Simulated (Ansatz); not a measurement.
```xyz
8

B     0.0092    0.0040    0.8812
B    -0.0043   -0.0089   -0.8822
H     0.9850    0.0054    0.0009
H    -0.9998   -0.0043   -0.0063
H     0.0015    1.0521    1.4766
H     0.0064   -1.0510    1.4590
H     0.0017    1.0545   -1.4573
H     0.0092   -1.0518   -1.4627
```

Basis set: 6-31G* (spherical functions). Left uncorrelated: 2 orbitals. Charge 0, multiplicity 1.

Computed with Ansatz (development build ahead of 0.2.0); each method stands on the lowest determinant of its kind that the runs found. Restricted open shells among the atoms or ions are ROHF, correlated in semicanonical orbitals with singles.

The atomization energy at this shape (free ground-state atoms in the same class of orbitals less the molecule, no zero-point energy) of singlet B2H6:

```csv
method,atomization energy
RHF-MP2,24.06 eV
```

**Question.** What does RHF give?

**Answer.** 21.26 eV.
